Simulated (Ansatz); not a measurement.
Ansatz results at the PBE0-D4/def2-TZVP geometry: size of the dipole moment (ωB97M-V/def2-TZVPP) 1.47 D; HOMO energy (ωB97M-V/def2-TZVPP) -10.60 eV; HOMO–LUMO gap (PBE/def2-TZVPP) 2.21 eV.

Each molecule was computed in one conformer, which needn't be the lowest.

Q: Which molecule gave them?
A. `[OH][W]([OH])([OH])([OH])([F])[Cl]`
B. `[OH][W]([OH])(=[S])=[S]`
C. `C[O][W]([Cl])([Cl])([Cl])([Cl])[O]C`
D. `[O]=[W]([Cl])([Cl])([Cl])[Cl]`

A: C. The others give `[O]=[W]([Cl])([Cl])([Cl])[Cl]`: 0.53, -11.14, 2.12; `[OH][W]([OH])([OH])([OH])([F])[Cl]`: 1.82, -10.80, 3.30; `[OH][W]([OH])(=[S])=[S]`: 3.50, -9.21, 2.83.
